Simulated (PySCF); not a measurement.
## Quadrupolar nuclei of `C#C[P@](=S)(C(C)=O)C1CC1` in NMR

C₇H₉OPS.
Structure used (GFN2-xTB), in Å, numbered top down from 1:
```
atom  x, y, z in Å
C1     1.2786    2.6887    0.9151
C2     0.8349    1.6070    0.6302
P3     0.2434   -0.0491    0.4237
S4     0.3462   -1.1430    2.0225
C5     1.3054   -0.7159   -0.9887
C6     2.7529   -0.8102   -0.6477
O7     0.7744   -1.0936   -1.9941
C8    -1.3931    0.1575   -0.3439
C9    -2.5670    0.2911    0.5858
C10   -2.3666   -0.9746   -0.1716
H11    1.6475    3.6520    1.1214
H12    2.8580   -1.4914    0.1983
H13    3.1094    0.1689   -0.3243
H14    3.3361   -1.1742   -1.4906
H15   -1.3862    0.7089   -1.2765
H16   -3.3659    0.9585    0.2996
H17   -2.3661    0.2746    1.6490
H18   -2.0327   -1.8410    0.3839
H19   -3.0191   -1.2052   -0.9996
```

Computed at PBE0/pcSseg-1 (PySCF, non-relativistic):

```json
{"atom": "S4", "environment": "sulfur bonded to P", "nucleus": "33S", "spin I": "3/2", "Q (b)": "-0.0678", "CQ = χzz (MHz)": "-37.564", "η": "0.030"}
{"atom": "O7", "environment": "carbonyl oxygen", "nucleus": "17O", "spin I": "5/2", "Q (b)": "-0.0256", "CQ = χzz (MHz)": "11.626", "η": "0.579"}
```

Q: Recover the principal values of the field gradient from CQ = 234.96 MHz × Q × Vzz, η = (Vxx − Vyy)/Vzz and a zero trace.

A: Vxx = −Vzz(1 − η)/2 and Vyy = −Vzz(1 + η)/2, in au:

```
atom  Vxx (au)  Vyy (au)  Vzz (au)  Vzz (10²¹ V/m²)
  S4    -1.144    -1.214     2.358            22.91
  O7     0.407     1.526    -1.933           -18.78
```

Q: PQ = |CQ|√(1 + η²/3), νQ = 3|CQ|/[2I(2I − 1)], ν0 = |g|·7.62259 MHz/T·B with g(33S) = 0.42921, g(17O) = −0.75752: values at 14.1 T?

A: 
```csv
atom,PQ (MHz),νQ (MHz),ν0 (MHz),νQ/ν0
S4,37.57,18.78,46.13,0.407
O7,12.26,1.744,81.42,0.021
```

For S4: PQ = 37.56 × 1.0001, νQ = 37.56 × 0.5000, ν0 = 3.2717 MHz/T × 14.1 T.

For S4 νQ isn't small against ν0, so the high-field expansions of solid-state NMR fail there at this field.

Q: Second-order quadrupolar shift of the central transition's centre of gravity (half-integer spins, νQ < ν0/10) at 14.1, 18.8 and 23.5 T.

A: From −(3/40)(PQ/ν0)²[I(I + 1) − 3/4]/[I(2I − 1)]², which goes as 1/B² (ppm):

```json
{"site": "17O at O7", "14.1 T": "-136", "18.8 T": "-76.5", "23.5 T": "-49"}
```

Q: Quadrupolar 1/T1 and linewidth for τc = 1.5 ps (extreme narrowing, isotropic tumbling)?

A: 1/T1 = 1/T2 = (3π²/10)(2I + 3)/[I²(2I − 1)] × PQ² × τc; the width is 1/(πT2).

| site | spin factor (2I + 3)/[I²(2I − 1)] | 1/T1 (s⁻¹) | T1 (ms) | linewidth (Hz) |
| --- | --- | --- | --- | --- |
| 33S at S4 | 1.333 | 8360 | 0.12 | 2660 |
| 17O at O7 | 0.320 | 214 | 4.68 | 68 |

The structure is a single GFN2-xTB conformer in the gas phase; no vibrational or solvent corrections. GFN2-xTB bond lengths can be off by several hundredths of an ångström, more for odd bonds, and the gradients follow them. With a basis this small, the couplings can be 20 % off.
